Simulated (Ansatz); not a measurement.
Born–Oppenheimer molecular dynamics of FH7OSSi3 (13 atoms, charge 0, multiplicity 1). It starts from a relaxed structure.

The calculation used RKS B3LYP/STO-3G (Ansatz).

```yaml
ensemble: NVT, Langevin thermostat
time_step: 0.5 fs
steps_asked: 120
set_temperature: 300 K
friction: 0.001 /fs
seed: 46516
```

First frame:

```xyz
13
Properties=species:S:1:pos:R:3
O -2.201 1.598 -0.236
Si -0.958 0.455 0.066
F -1.489 -0.550 1.264
Si -0.674 -0.671 -1.899
S 0.763 1.506 0.832
Si 1.946 -0.144 1.478
H -2.285 2.134 0.632
H -1.913 -1.270 -2.342
H -0.205 0.222 -2.933
H 0.301 -1.727 -1.748
H 2.199 -1.080 0.402
H 1.327 -0.883 2.558
H 3.210 0.377 1.942
```

Task: How far do the bonds stretch over the last three quarters of this one trajectory? (Pairs bonded in most of those frames.)

Result: 
| bond | mean (Å) | spread (Å) | shortest | longest |
| --- | --- | --- | --- | --- |
| O1–Si2 | 1.720 | 0.031 | 1.67 | 1.76 |
| O1–H7 | 1.025 | 0.006 | 1.01 | 1.04 |
| Si2–F3 | 1.650 | 0.011 | 1.64 | 1.68 |
| Si2–Si4 | 2.283 | 0.018 | 2.24 | 2.30 |
| Si2–S5 | 2.155 | 0.018 | 2.14 | 2.20 |
| Si4–H8 | 1.446 | 0.006 | 1.44 | 1.46 |
| Si4–H9 | 1.446 | 0.016 | 1.42 | 1.47 |
| Si4–H10 | 1.446 | 0.003 | 1.44 | 1.45 |
| S5–Si6 | 2.140 | 0.024 | 2.09 | 2.17 |
| Si6–H11 | 1.451 | 0.030 | 1.41 | 1.49 |
| Si6–H12 | 1.454 | 0.045 | 1.39 | 1.52 |
| Si6–H13 | 1.447 | 0.008 | 1.43 | 1.46 |

Mean temperature of the second half: 155 K. The mean temperature of the second half is 48 % below the set value. A run of 0.06 ps of so small a system gives no equilibrium averages. Limits of this set-up: minimal basis.

Run time: 16 min on 1 thread of AMD EPYC (Zen 3) (shared host), peak memory 0.16 GiB.
